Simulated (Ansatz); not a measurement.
Consider the ligand exchange at a B–O bond: `BOC(=C)N` + `NC(F)S` → `BNC(F)S` + `C=C(N)O`.

Computed with Ansatz on PBE0-D4/def2-TZVP structures; ΔE is electronic, products minus reactants. CCSD(T)/CBS adds triple-zeta CCSD(T) − MP2 to the extrapolated MP2 energy (def2 sets, frozen cores). Functionals use def2-TZVPP. B3LYP here is the variant with VWN-RPA as its local correlation; programs differ in this. Each species was taken in one conformer, which may not be the lowest.

```json
{"level": "PBE-D4", "ΔE (kcal/mol)": "-2.9", "difference from CCSD(T)/CBS": "0.2"}
{"level": "PBE0-D4", "ΔE (kcal/mol)": "-3.5", "difference from CCSD(T)/CBS": "-0.4"}
{"level": "ωB97X-V", "ΔE (kcal/mol)": "-3.5", "difference from CCSD(T)/CBS": "-0.4"}
{"level": "ωB97M-V", "ΔE (kcal/mol)": "-3.6", "difference from CCSD(T)/CBS": "-0.5"}
{"level": "B2PLYP", "ΔE (kcal/mol)": "-2.5", "difference from CCSD(T)/CBS": "0.6"}
{"level": "r2SCAN", "ΔE (kcal/mol)": "-2.8", "difference from CCSD(T)/CBS": "0.3"}
{"level": "PBE0", "ΔE (kcal/mol)": "-3.4", "difference from CCSD(T)/CBS": "-0.3"}
{"level": "B3LYP", "ΔE (kcal/mol)": "-1.9", "difference from CCSD(T)/CBS": "1.2"}
{"level": "HF/def2-TZVPP", "ΔE (kcal/mol)": "-1.6", "difference from CCSD(T)/CBS": "1.5"}
{"level": "MP2/def2-TZVPP", "ΔE (kcal/mol)": "-3.7", "difference from CCSD(T)/CBS": "-0.6"}
{"level": "SCS-MP2/def2-TZVPP", "ΔE (kcal/mol)": "-3.2", "difference from CCSD(T)/CBS": "-0.1"}
{"level": "CCSD/def2-TZVPP", "ΔE (kcal/mol)": "-3.0", "difference from CCSD(T)/CBS": "0.1"}
{"level": "CCSD(T)/def2-TZVPP", "ΔE (kcal/mol)": "-3.0", "difference from CCSD(T)/CBS": "0.1"}
{"level": "SCS-MP2/def2-QZVPP", "ΔE (kcal/mol)": "-3.1", "difference from CCSD(T)/CBS": "0.0"}
{"level": "MP2/CBS(def2)", "ΔE (kcal/mol)": "-3.8", "difference from CCSD(T)/CBS": "-0.7"}
{"level": "CCSD/CBS(def2)", "ΔE (kcal/mol)": "-3.1", "difference from CCSD(T)/CBS": "0.0"}
{"level": "CCSD(T)/CBS", "ΔE (kcal/mol)": "-3.1", "difference from CCSD(T)/CBS": "0"}
```

Largest T1 diagnostic among the species: 0.014.

In def2-TZVPP, CCSD(T) changes the Hartree–Fock value by −1.4 kcal/mol (the triples alone add −0.0 kcal/mol) and MP2 by −2.1 kcal/mol.
